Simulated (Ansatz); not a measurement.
Consider the ligand exchange at a Zr–O bond: `[OH][Zr]([SH])([SH])[SH]` + HCl → `[SH][Zr]([SH])([SH])[Cl]` + H₂O.

Calculated with Ansatz (gas phase, PBE0-D4/def2-TZVP geometries, no zero-point term in ΔE). CCSD(T)/CBS is the MP2 limit (def2-TZVPP, def2-QZVPP) plus CCSD(T) − MP2 in def2-TZVPP, frozen cores. This one scheme is used for every species. DFT in def2-TZVPP. HSE06 is defined as in plane-wave codes. Elements past krypton have def2 core potentials. For Zr outer-core shells are correlated without core-valence functions, which leaves a few kJ/mol of doubt a bond. One conformer a species, not always the lowest.

`[OH][Zr]([SH])([SH])[SH]`:

Z-matrix (Å, degrees):
```
Zr
S 1 2.438
S 1 2.435 2 106.3
O 1 1.894 2 114.0 3 120.1
S 1 2.445 2 105.8 3 -118.3
H 2 1.349 1 90.6 3 -178.2
H 3 1.348 1 89.8 2 -79.7
H 4 0.954 1 165.5 2 -1.1
H 5 1.348 1 91.5 2 -155.5
```

HCl:

```xyz
2

Cl   -0.502   -0.341   -0.201
H     0.502    0.341    0.201
```

`[SH][Zr]([SH])([SH])[Cl]`:

Z-matrix (Å, degrees):
```
Zr
S 1 2.426
S 1 2.417 2 109.2
S 1 2.419 2 108.1 3 113.4
Cl 1 2.330 2 110.7 3 -123.9
H 2 1.349 1 89.5 3 -94.1
H 3 1.348 1 89.8 2 14.3
H 4 1.351 1 90.0 2 73.8
```

H₂O:

Z-matrix (Å, degrees):
```
O
H 1 0.960
H 1 0.960 2 105.1
```

Is it downhill or uphill in electronic energy at CCSD(T)/CBS, and by how much? (An estimate is asked.)

The calculation gave: Downhill: ΔE = -0.29 eV.

What do these levels give: r2SCAN0-D4, r2SCAN, HSE06, BHLYP, MP2/CBS(def2), CCSD/CBS(def2)? (Best estimate.)

Computed: r2SCAN0-D4 -0.30, r2SCAN -0.28, HSE06 -0.29, BHLYP -0.22, MP2/CBS(def2) -0.36, CCSD/CBS(def2) -0.26 eV.

What do rigid-rotor, harmonic-oscillator terms from PBE0-D4/def2-TZVP frequencies (298.15 K, 1 bar) make of the CCSD(T)/CBS value? (Estimate.)

The calculation gave: ΔZPE = +0.09 eV, ΔH = -0.21 eV, ΔS = -5 J/(mol·K), ΔG = -0.19 eV.

Largest T1 diagnostic among the species: 0.018.

At CCSD(T), def2-SVP lies +0.19 eV from the extrapolated value and def2-TZVPP +0.05 eV. In def2-TZVPP, CCSD(T) changes the Hartree–Fock value by −0.04 eV (the triples alone add −0.03 eV) and MP2 by −0.11 eV. Leaving LDA and LC-ωPBE aside and taking each functional with its dispersion term where it has one, the values, not all of them listed here, spread over 0.15 eV, from HSE06-D4 to CAM-B3LYP-D4. LDA lies +0.03 eV from PBE without D4.
